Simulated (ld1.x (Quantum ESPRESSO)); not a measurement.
# gold: one change to a PAW potential, before and after

```json
{"Element": "Au", "Generator": "ld1.x (Quantum ESPRESSO) 7.5", "Type": "PAW", "Functional": "PBEsol", "Relativity": "scalar-relativistic", "Frozen core": "[Kr] 4d10 4f14 5s2", "Valence charge": "17", "Reference configuration": "5p6 5d10 6s1 6p0", "Partial waves": "6s (bound): rcut 1.75, rcutus 2.05 bohr; 6s channel at 0.4 Ry: rcut 1.75, rcutus 2.05 bohr; 5p (bound): rcut 1.40, rcutus 1.60 bohr; 6p (bound, empty): rcut 1.40, rcutus 1.60 bohr; 5d (bound): rcut 2.10, rcutus 2.35 bohr; 5d channel at 3.3 Ry: rcut 2.10, rcutus 2.35 bohr; 5f channel at -0.15 Ry: rcut 1.75, rcutus 2.10 bohr; 5f channel at 2.5 Ry: rcut 1.75, rcutus 2.10 bohr", "Local potential": "all-electron potential smoothed inside 1.55 bohr (lloc = -2)", "Core correction": "Bessel-smoothed model core, default radius (core density twice the valence density)", "Augmentation charge": "PSQ, inside the norm-conserving radii"}
```

All-electron outer shells of the reference configuration (PBEsol, scalar-relativistic, ld1.x):

```tsv
shell	level (eV)	outermost node (bohr)	outermost maximum (bohr)
5s	-108.44	0.48	0.84
4f	-81.19	–	0.37
5p	-59.80	0.52	0.96
5d	-6.90	0.56	1.21
6s	-5.80	1.11	2.32
6p	-0.70	1.32	3.55
```

Change: waves 5p (bound): rcut 1.16, rcutus 1.22 bohr; 6p (bound): rcut 1.16, rcutus 1.22 bohr.

Cutoffs: the cutoffs (Ry, on a coarse ladder) from which the occupation-weighted sum of valence levels, in a spherical-Bessel basis at the reference potential, stays within 10 and 1 mRy of its value at 400 Ry; they do not see the model core or the augmentation charge, which bear on the density cutoff. Errors are all-electron minus pseudo energies relative to the spin-unpolarised reference configuration.

What does the change do?

The potential gets harder (35 Ry and 60 Ry → 55 Ry and 100 Ry); both files keep a bound ghost (s); the number of tests with a reliable result goes from 7 to 0 (the test run of the changed file stopped, so its transferability is not established). A smaller radius makes the pseudo-wave follow the all-electron one further in, where it bends more sharply, so more plane waves are needed.

```tsv
quantity	base	changed
cutoff, loose	35 Ry	55 Ry
cutoff, tight	60 Ry	100 Ry
loose cutoff by channel (10 mRy a level)	s 8 Ry, p 30 Ry, d 18 Ry	s 8 Ry, p 45 Ry, d 18 Ry
bound ghosts	s	s
tests with a reliable result	7 of 7	0 of 7 (the test run stopped)
s: phases at 2.55 bohr within 0.05 rad from the reference energy up to (Ry; the scan ends near 5)	to the end of the scan	to the end of the scan
p: phases at 2.55 bohr within 0.05 rad from the reference energy up to (Ry; the scan ends near 5)	to the end of the scan	to the end of the scan
d: phases at 2.55 bohr within 0.05 rad from the reference energy up to (Ry; the scan ends near 5)	to the end of the scan	to the end of the scan
f: phases at 2.55 bohr within 0.05 rad from the reference energy up to (Ry; the scan ends near 5)	to the end of the scan	to the end of the scan
lowest overlap eigenvalue by channel	s 0.58, p 0.11, d 0.79, f 0.88	s 0.58, p 0.42, d 0.79, f 0.88
```

 A true bound ghost makes a file unfit for plane-wave use even where its test errors are small: the radial tests pick states by their node count and pass the ghost by.
